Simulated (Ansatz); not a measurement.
`C=C(F)C=C(F)F` + HCl → `FC(F)=CCl` + `C=CF`  (substitution at a C–C bond)

Gas-phase electronic energies from Ansatz, PBE0-D4/def2-TZVP geometries. CBS: MP2 limit from def2 TZ/QZ plus the TZ coupled-cluster correction, frozen cores. This one scheme is used for every species. DFT in def2-TZVPP. HSE06 is defined as in plane-wave codes. One conformer a species, not always the lowest.

```
  level  ΔE (kJ/mol)
PBE0-D4         68.8
  HSE06         67.0
```

What does CCSD(T)/CBS give? (Estimate.)

The calculation gave: +65.7 kJ/mol. The listed levels differ from it by 3.1, 1.3 kJ/mol.

Largest T1 diagnostic among the species: 0.013.

The D4 term adds +3.5 kJ/mol with B3LYP and +2.1 kJ/mol with PBE0; it sums over pairs of atoms, weighted by their polarisabilities, and B3LYP, whose exchange is more repulsive, gets the larger term. At CCSD(T), def2-SVP lies +10.9 kJ/mol from the extrapolated value and def2-TZVPP +2.9 kJ/mol. Leaving LDA and LC-ωPBE aside and taking each functional with its dispersion term where it has one, the values, not all of them listed here, spread over 12.7 kJ/mol, from ωB97X-V to B97M-V. LDA lies +11.9 kJ/mol from PBE without D4.

B3LYP here is the variant with VWN-RPA as its local correlation; programs differ in this.
